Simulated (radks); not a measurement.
Q: Cl3+, configuration [Ne] 3s2 3p2. Calculated with a radial shooting solver on a logarithmic mesh with Libxc functionals: Dirac Kohn-Sham, PBE, spin-unpolarised, spherical densities, finite nucleus; open shells are shared between the two j in proportion to 2j + 1; Fermi nuclear charge, rms radius 3.3654 fm.

Spin-orbit splittings of the eigenvalues, e(l+1/2) - e(l-1/2), with zeta = 2 splitting/(2l+1) and mean radii in bohr:

| shell | occ. | splitting (eV) | zeta (eV) | <r> j=l-1/2 | <r> j=l+1/2 |
|---|---|---|---|---|---|
| 2p | 6 | 1.707 | 1.138 | 0.4040 | 0.4063 |
| 3p | 2 | ? | ? | 1.514 | 1.520 |

Estimate the 3p splitting.

A: 0.1843 eV (zeta = 0.1229 eV).
